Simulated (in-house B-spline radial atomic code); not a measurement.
Results of a calculation; reference values are marked as such.
## Stopping of slow ions oscillates with Z: Zr to Sb at r_s = 1.5

A nucleus sits in a uniform electron gas with a rigid positive background. The Kohn-Sham equations are solved self-consistently in the spin-unpolarised LDA (PW92), non-relativistic, on B-splines with outgoing waves at the boundary and partial waves to l = 8. The model has no lattice, no bands and no magnetic solution. Atomic units; δ_l are the phase shifts at the Fermi level, counted so that each bound state adds π, and good to about 0.0005.

The density parameter is r_s = 1.5 bohr. The friction coefficient Q = n k_F σ_tr gives dE/dx = Q v for slow ions.

| ion | δ0/π | δ1/π | δ2/π | δ3/π | σ_tr (bohr²) | Q (a.u.) |
| --- | --- | --- | --- | --- | --- | --- |
| Zr | 3.489 | 2.722 | 1.537 | 0.066 | 31.77 | 2.8752 |
| Nb | 3.531 | 2.764 | 1.601 | 0.068 | 30.81 | 2.7885 |
| Mo | 3.573 | 2.805 | 1.665 | 0.069 | 28.17 | 2.5493 |
| Tc | 3.615 | 2.845 | 1.727 | 0.072 | 24.37 | 2.2058 |
| Ru | 3.658 | 2.886 | 1.788 | 0.076 | 20.12 | 1.8210 |
| Rh | 3.702 | 2.929 | 1.845 | 0.080 | 16.07 | 1.4542 |
| Pd | 3.749 | 2.974 | 1.899 | 0.086 | 12.65 | 1.1448 |
| Ag | 3.799 | 3.022 | 1.949 | 0.093 | 10.07 | 0.9116 |
| Cd | 3.849 | 3.072 | 1.997 | 0.100 | 8.39 | 0.7593 |
| In | 3.901 | 3.124 | 2.043 | 0.109 | 7.56 | 0.6846 |
| Sn | 3.953 | 3.177 | 2.088 | 0.118 | 7.54 | 0.6825 |
| Sb | 4.004 | 3.231 | 2.131 | 0.128 | 8.26 | 0.7475 |

(1) Where are the largest and smallest frictions, and what do the phase shifts say there?

(2) At equal speed, Lindhard and Scharff's formula, with silicon as an example target, scales as Z^(7/6)/(Z^(2/3) + 14^(2/3))^(3/2). How does its rise from the first ion to the last compare?

Results:

(1) Largest: Zr, Q = 2.8752; smallest: Sn, Q = 0.6825, a ratio of 4.2. For the largest δ2/π = 1.54; it lies at the edge of the table, which can't show whether it is a peak. For the smallest the differences δ_l − δ_(l+1), measured from the nearest multiple of π, are 0.22π, 0.09π, 0.03π; σ_tr grows with the sines of these.

(2) It rises smoothly by 1.1352/1.0100 = 1.12, while Q changes by 0.747/2.875 = 0.26. The statistical formula averages over shells, so it can't show the oscillation.
